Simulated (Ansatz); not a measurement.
`N#C[SiH]1CS1` + `[Cl][InH][Cl]` → `N#[C][In]([Cl])[Cl]` + `C1[SiH2]S1` at 700 K and 1 bar (formal exchange of groups at a C–Si bond).

Isolated molecules relaxed with PBE0-D4/def2-TZVP in Ansatz; ΔE leaves out vibrations. CCSD(T)/CBS is the MP2 limit (def2-TZVPP, def2-QZVPP) plus CCSD(T) − MP2 in def2-TZVPP, frozen cores. Elements past krypton have def2 core potentials. For In outer-core shells are correlated without core-valence functions, which leaves a few kJ/mol of doubt a bond.

```csv
species,CCSD(T)/CBS energy (Eh),H − E (kJ/mol),S (J/(mol·K))
`N#C[SiH]1CS1`,-819.45492,185.5,422.9
`[Cl][InH][Cl]`,-1110.06218,65.6,374.3
`N#[C][In]([Cl])[Cl]`,-1202.20735,85.2,448.5
`C1[SiH2]S1`,-727.30403,168.0,353.4
```

H − E and S are ideal-gas, rigid-rotor, harmonic terms from PBE0-D4/def2-TZVP, for one conformer and one mirror image of each species. 1 Eh = 2625.50 kJ/mol, R = 8.31446 J/(mol·K).

Problem. By hand: ΔE, ΔH, ΔS and ΔG.

Solution. ΔE = (-1202.20735) + (-727.30403) − (-819.45492) − (-1110.06218) = 0.00572 Eh = 15.0 kJ/mol. Δ(H − E) = 85.2 + 168.0 − 185.5 − 65.6 = 2.1, so ΔH = 17.1 kJ/mol. ΔS = 448.5 + 353.4 − 422.9 − 374.3 = 4.7 J/(mol·K). ΔG = 17.1 − 700 × (4.7)/1000 = 13.8 kJ/mol.

Problem. By hand: the equilibrium constant, and the temperature at which ΔG would vanish if ΔH and ΔS stayed fixed.

Solution. log₁₀ K = −ΔG/(RT ln 10) = -1.0. ΔG = 0 at ΔH/ΔS = 3638 K, far beyond where these terms or the molecules hold.

The number of gas molecules stays the same, so ΔS is small and ΔH decides. A doubt of 5 kJ/mol in ΔE shifts log₁₀ K by 0.4 here. Other conformers and mirror images would add mixing entropy, several J/(mol·K) or more a flexible species. These are equilibria of isolated gas molecules and say nothing of rates. Largest T1 diagnostic: 0.014 (customary marks: 0.02 for closed shells, 0.045 for open ones).
